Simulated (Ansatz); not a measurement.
Computed with Ansatz on PBE0-D4/def2-TZVP structures; ΔE is electronic, products minus reactants. CCSD(T)/CBS is the MP2 limit (def2-TZVPP, def2-QZVPP) plus CCSD(T) − MP2 in def2-TZVPP, frozen cores. This one scheme is used for every species. Functionals use def2-TZVPP. B3LYP here is the variant with VWN-RPA as its local correlation; programs differ in this. One conformer a species, not always the lowest.

Reaction (ligand exchange at the Si–F bond): `O[Si](O)(F)Cl` + HCl → `O[Si](O)(Cl)Cl` + H–F

| level | ΔE (kJ/mol) | difference from CCSD(T)/CBS |
| --- | --- | --- |
| PBE-D4 | 42.7 | -8.0 |
| r2SCAN-D4 | 53.4 | 2.7 |
| PBE0-D4 | 44.6 | -6.1 |
| B3LYP-D4 | 53.4 | 2.7 |
| ωB97X-V | 53.5 | 2.8 |
| ωB97M-V | 52.5 | 1.8 |
| B2PLYP | 57.6 | 6.9 |
| PBE | 47.0 | -3.7 |
| r2SCAN | 54.4 | 3.7 |
| PBE0 | 48.4 | -2.3 |
| B3LYP | 60.6 | 9.9 |
| HF/def2-TZVPP | 69.9 | 19.2 |
| MP2/def2-TZVPP | 48.6 | -2.1 |
| SCS-MP2/def2-TZVPP | 55.0 | 4.3 |
| CCSD/def2-TZVPP | 58.9 | 8.2 |
| CCSD(T)/def2-TZVPP | 55.7 | 5.0 |
| HF/def2-QZVPP | 71.8 | 21.1 |
| MP2/def2-QZVPP | 46.4 | -4.3 |
| SCS-MP2/def2-QZVPP | 52.9 | 2.2 |
| HF/CBS(def2) | 72.1 | 21.4 |
| MP2/CBS(def2) | 43.6 | -7.1 |
| CCSD/CBS(def2) | 54.0 | 3.3 |
| CCSD(T)/CBS | 50.7 | 0 |

Largest T1 diagnostic among the species: 0.011.

The D4 term adds −7.2 kJ/mol with B3LYP and −3.8 kJ/mol with PBE0; it sums over pairs of atoms, weighted by their polarisabilities, and B3LYP, whose exchange is more repulsive, gets the larger term. In def2-TZVPP, CCSD(T) changes the Hartree–Fock value by −14.2 kJ/mol (the triples alone add −3.2 kJ/mol) and MP2 by −21.3 kJ/mol.
